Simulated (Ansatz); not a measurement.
## Ligand exchange: CBr2Cl2 + KCl → CBrCl3 + KBr

Species: CBr2Cl2 (dibromodichloromethane) `ClC(Cl)(Br)Br`, singlet; KCl, singlet; CBrCl3 (bromotrichloromethane) `ClC(Cl)(Cl)Br`, singlet; KBr, singlet. The partners trade Br for Cl: C–Br and K–Cl bonds give way to C–Cl and K–Br.

Shapes, held fixed at every level: PBE0-D4/def2-TZVP. Programs: Ansatz 0.2.0. The zero-point and thermal change to 298 K, harmonic and unscaled (PBE0-D4/def2-TZVP), is +0.7 kJ/mol.

| level | kind | ΔH(298 K) (kJ/mol) | less CCSD(T)/def2-TZVPP | CPU time (sum over the molecules) |
| --- | --- | --- | --- | --- |
| SPW92/def2-TZVPP | LDA | -22.2 | -2.1 | 11 s |
| PBE-D4/def2-TZVPP | GGA | -18.2 | +1.9 | 21 s |
| B3LYP-D4/def2-TZVPP | global hybrid | -18.5 | +1.6 | 47 s |
| PBE0-D4/def2-TZVPP | global hybrid | -22.3 | -2.2 | 35 s |
| MP2/def2-SVP | perturbation theory | -38.0 | -17.9 | – |
| CCSD/def2-SVP | coupled cluster or CI | -39.6 | -19.5 | – |
| CCSD(T)/def2-TZVPP | coupled cluster or CI | -20.1 | 0.0 | 5.2 min |

The highest level, CCSD(T)/def2-TZVPP, gives ΔH(298 K) = -20.1 kJ/mol; the levels span -39.6 to -18.2. The column of differences is taken from that level and isn't an error. No measured value is set beside it here. Relativity is left out for Br. Outer-core shells of Br, K are correlated, in sets that cover them unevenly. Times are processor times on shared x86 and Arm servers, and rough.
